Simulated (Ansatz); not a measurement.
`[CH3][Al]([CH3])[CH2]O` + `NC(O)(F)C=S` → `[CH3][Al]([F])[CH2]O` + `CC(N)(O)C=S`  (formal exchange of groups at the Al–C bond)

Calculated with Ansatz (gas phase, PBE0-D4/def2-TZVP geometries, no zero-point term in ΔE). CCSD(T)/CBS adds triple-zeta CCSD(T) − MP2 to the extrapolated MP2 energy (def2 sets, frozen cores). Functionals use def2-TZVPP. B3LYP here is the variant with VWN-RPA as its local correlation; programs differ in this. One conformer a species, not always the lowest.

Task: Is it downhill or uphill in electronic energy at CCSD(T)/CBS, and by how much? (Estimate.)

Result: Ansatz gave: Downhill: ΔE = -52.9 kcal/mol.

Task: What do these levels give: PBE-D4, B3LYP-D4, B2PLYP, PBE, B3LYP, MP2/def2-TZVPP, CCSD/def2-TZVPP, MP2/def2-QZVPP, SCS-MP2/def2-QZVPP, HF/CBS(def2), MP2/CBS(def2), CCSD/CBS(def2)? (Estimate.)

Result: Computed: PBE-D4 -48.6, B3LYP-D4 -50.5, B2PLYP -51.5, PBE -47.9, B3LYP -49.5, MP2/def2-TZVPP -54.8, CCSD/def2-TZVPP -51.7, MP2/def2-QZVPP -55.5, SCS-MP2/def2-QZVPP -54.2, HF/CBS(def2) -49.9, MP2/CBS(def2) -55.7, CCSD/CBS(def2) -52.7 kcal/mol.

Largest T1 diagnostic among the species: 0.014.

In def2-TZVPP, CCSD(T) changes the Hartree–Fock value by −2.6 kcal/mol (the triples alone add −0.2 kcal/mol) and MP2 by −5.4 kcal/mol. The D4 term adds −1.1 kcal/mol with B3LYP and −0.5 kcal/mol with PBE0; it sums over pairs of atoms, weighted by their polarisabilities, and B3LYP, whose exchange is more repulsive, gets the larger term.
